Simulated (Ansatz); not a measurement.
Cost and result for the atomization energy of `CC1([SiH3])BC1` (14 atoms, 14 bonds).

```tsv
atom	x (Å)	y (Å)	z (Å)
C1	0.645	-0.305	-1.433
C2	0.112	0.106	-0.071
Si3	-0.231	-1.292	1.104
B4	0.521	1.411	0.587
C5	-0.892	1.286	0.034
H6	1.586	-0.855	-1.344
H7	-0.070	-0.943	-1.963
H8	0.834	0.566	-2.066
H9	-0.632	-0.752	2.433
H10	0.978	-2.142	1.276
H11	-1.343	-2.146	0.595
H12	1.377	2.073	1.068
H13	-1.119	1.819	-0.889
H14	-1.766	1.173	0.669
```

Total charge 0; spin multiplicity 1. Geometry: relaxed with PBE0-D4/def2-TZVP. Program: Ansatz. All runs use 4 threads of an Arm Neoverse V2 on a shared host. Times are those of one run each, without the atoms' runs, and a repeat can differ threefold. Electronic energies, without spin–orbit coupling; frozen cores. CCSD(T)/CBS adds CCSD(T) − MP2 in def2-TZVPP to the MP2 limit, and its time is that of the two runs behind it. T1 = 0.011. B3LYP takes the VWN-RPA correlation (the form of Gaussian; ORCA's B3LYP/G).

CCSD(T)/CBS is a level of theory with its own doubt, some kJ/mol a heavy atom from the limit and from the frozen cores, so smaller differences don't rank the functionals.

```tsv
level	functions	wall time
PBE-D4/def2-TZVPP (with forces)	292	3.2 s
B3LYP-D4/def2-TZVPP (with forces)	292	6 s
PBE0-D4/def2-TZVPP	292	6.5 s
r2SCAN-D4/def2-TZVPP (with forces)	292	8 s
B2PLYP/def2-TZVPP	292	9.5 s
ωB97X-V/def2-TZVPP	292	14 s
ωB97M-V/def2-TZVPP (with forces)	292	21 s
MP2/def2-QZVPP	568	48 s
CCSD(T)/def2-TZVPP	292	4 min
CCSD(T)/CBS(def2)	–	4.8 min
```

(1) What atomization energy does each give, and how far from CCSD(T)/CBS? (Estimate.)

Answers

(1) The calculation gave: 
```tsv
level	atomization (kJ/mol)	difference from CCSD(T)/CBS	per bond
PBE-D4/def2-TZVPP (with forces)	5245.4	88.9	6.4
B3LYP-D4/def2-TZVPP (with forces)	5179.2	22.7	1.6
PBE0-D4/def2-TZVPP	5203.2	46.7	3.3
r2SCAN-D4/def2-TZVPP (with forces)	5198.1	41.6	3.0
B2PLYP/def2-TZVPP	5119.2	-37.3	-2.7
ωB97X-V/def2-TZVPP	5193.2	36.7	2.6
ωB97M-V/def2-TZVPP (with forces)	5192.5	36.0	2.6
MP2/def2-QZVPP	5162.8	6.3	0.5
CCSD(T)/def2-TZVPP	5044.3	-112.2	-8.0
CCSD(T)/CBS(def2)	5156.5	0.0	0.0
```

In def2-TZVPP, CCSD(T) changes the Hartree–Fock value by +1101.8 kJ/mol (the triples alone add +59.8 kJ/mol) and MP2 by +1154.1 kJ/mol; breaking electron pairs costs correlation energy, which Hartree–Fock lacks. The D4 term adds +47.9 kJ/mol with B3LYP and +25.2 kJ/mol with PBE0; it sums over pairs of atoms, weighted by their polarisabilities, and B3LYP, whose exchange is more repulsive, gets the larger term. From PBE to PBE0 (25 % exact exchange), in def2-TZVPP and without D4, the atomization energy moves by −37.5 kJ/mol: exact exchange takes away binding that semilocal exchange gives to molecules.
